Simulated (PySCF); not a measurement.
Cards and structures have been mixed up. Pair them.

Structures:
1. `CC(C)(C#N)CCl`
2. `CO[C@@]12C=C[C@@H]1C=C2F`
3. `[SiH3][Si@@H]([SiH2][SiH3])C#C`
4. `O=Cc1ccoc1`
5. `C=CC[C@@H]1CCS1`

Card P (geometry GFN2-xTB):
* Rotational constants A, B, C: 1.507, 0.886, 0.731 GHz
* Static isotropic polarisability (PBE0/def2-SVPD): 141.1 au
* Lowest triplet excitation (Tamm–Dancoff) (TDA PBE0/def2-SVPD): 4.88 eV
* Lowest singlet excitation (TDDFT PBE0/def2-SVPD): 5.82 eV (213 nm, f = 0.007)
* HOMO energy (PBE0/def2-SVPD): -7.75 eV
* Dipole moment (PBE0/def2-SVPD): 0.21 D

Card Q (geometry GFN2-xTB):
- Rotational constants A, B, C: 8.313, 2.000, 1.612 GHz
- Static isotropic polarisability (PBE0/def2-SVPD): 62.1 au
- HOMO energy (PBE0/def2-SVPD): -7.31 eV
- Dipole moment (PBE0/def2-SVPD): 3.27 D
- Lowest triplet excitation (Tamm–Dancoff) (TDA PBE0/def2-SVPD): 3.30 eV
- Strongest line among the 8 lowest singlet transitions (TDDFT PBE0/def2-SVPD): S5 at 6.73 eV (184 nm, f = 0.422)
- Point group: Cs

Card R (geometry GFN2-xTB):
* Rotational constants A, B, C: 5.119, 1.224, 1.072 GHz
* Static isotropic polarisability (wB97X-D/def2-SVPD): 89.6 au
* Point group: C1
* Lowest singlet excitation (TDDFT wB97X-D/def2-SVPD): 4.57 eV (271 nm, f = 0.000)
* Strongest line among the 8 lowest singlet transitions (TDDFT wB97X-D/def2-SVPD): S7 at 7.30 eV (170 nm, f = 0.263)
* Lowest triplet excitation (Tamm–Dancoff) (TDA wB97X-D/def2-SVPD): 4.17 eV

Card S (geometry GFN2-xTB):
- Rotational constants A, B, C: 2.208, 1.861, 1.266 GHz
- Static isotropic polarisability (PBE0/def2-SVPD): 77.7 au
- Lowest triplet excitation (Tamm–Dancoff) (TDA PBE0/def2-SVPD): 3.66 eV
- Strongest line among the 8 lowest singlet transitions (TDDFT PBE0/def2-SVPD): S3 at 5.64 eV (220 nm, f = 0.022)
- Dipole moment (PBE0/def2-SVPD): 1.18 D
- Point group: C1
- 13C chemical shifts (computed TMS as zero) by class (GIAO PBE0/pcSseg-1): 179.4 (1 C), 159.2 (1 C), 150.0 (1 C), 122.3 (1 C), 97.2 (1 C), 57.8 (1 C), 48.1 (1 C) ppm

Card T (geometry GFN2-xTB):
- Rotational constants A, B, C: 3.986, 1.288, 1.242 GHz
- Static isotropic polarisability (PBE0/def2-SVPD): 76.3 au
- Strongest line among the 6 lowest singlet transitions (TDDFT PBE0/def2-SVPD): S2 at 7.30 eV (170 nm, f = 0.012)
- Lowest singlet excitation (TDDFT PBE0/def2-SVPD): 7.22 eV (172 nm, f = 0.002)
- Point group: Cs
- Dipole moment (PBE0/def2-SVPD): 2.29 D

Each SMILES stands for a single optimised conformer of the isolated species, non-relativistic unless stated; the electronic structure was computed with PySCF and density fitting. NMR classes are plain means over equivalent atoms (diastereotopic ones count apart unless rotation or inversion swaps them), as if these changed places fast.

Q: Which card belongs to which structure?

A: P = 3, Q = 4, R = 5, S = 2, T = 1. What ties each card to its structure:
- 1 (card T), C5H8ClN, monoisotopic mass 117.0 u, 7 heavy atoms: an asymmetric top with C = 1.242 GHz; polarisability 76.3 au for 62 electrons; dipole 2.29 D.
- 2 (card S), C7H7FO, monoisotopic mass 126.0 u, 9 heavy atoms: 7 C in 7 classes; the least shielded carbon (179.4 ppm) is a vinylic C–F carbon; an asymmetric top with C = 1.266 GHz; polarisability 77.7 au for 66 electrons; dipole 1.18 D.
- 3 (card P), C2H10Si4, monoisotopic mass 146.0 u, 6 heavy atoms: an asymmetric top with C = 0.731 GHz, the lowest such constant on the cards; polarisability 141.1 au for 78 electrons; dipole 0.21 D.
- 4 (card Q), C5H4O2, monoisotopic mass 96.0 u, 7 heavy atoms: an asymmetric top with C = 1.612 GHz, the highest such constant on the cards; polarisability 62.1 au for 50 electrons; dipole 3.27 D.
- 5 (card R), C6H10S, monoisotopic mass 114.1 u, 7 heavy atoms: an asymmetric top with C = 1.072 GHz; polarisability 89.6 au for 62 electrons.
